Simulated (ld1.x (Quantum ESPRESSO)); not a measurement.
## Ranking TM potentials for gallium

All share these settings but for the change named:

* Element: Ga (Z = 31)
* Generator: ld1.x (Quantum ESPRESSO) 7.5
* Type: norm-conserving Troullier–Martins (Kleinman–Bylander form)
* Functional: PBEsol
* Relativity: scalar-relativistic
* Frozen core: [Ar] 3d10
* Valence charge: 3
* Reference configuration: 4s2 4p1
* Partial waves: 4s (bound): rc 2.05 bohr; 4p (bound): rc 1.90 bohr
* Local potential: all-electron potential smoothed inside 2.05 bohr (lloc = -1)
* Core correction: Bessel-smoothed model core, default radius (core density twice the valence density)

Cutoff: the first of the cutoffs (Ry, on a coarse ladder) from which the occupation-weighted sum of valence levels, in a spherical-Bessel basis at the reference potential, stays within 10 and 1 mRy of its value at 400 Ry; the density cutoff is not measured.

The base gives 12 Ry.

Of 8 variants that were run, those that failed, showed a ghost or another fault, or gave nearly equal values are left out.

A variant can come out equal or close to the base.

(1) Rank these variants from softest to hardest (loose cutoff).
A. local potential the p channel
B. core [Ar], valence charge 13; reference 3d10 4s2 4p1; waves now 4p (bound): rc 2.25 bohr; 3d (bound): rc 1.05 bohr; 4s (bound): rc 1.40 bohr; local potential the s channel; core correction none
C. wave 4p (bound): rc 1.90 bohr becomes 4p (bound): rc 1.94 bohr

Answers

(1) C (12 Ry), A (15 Ry), B (230 Ry).
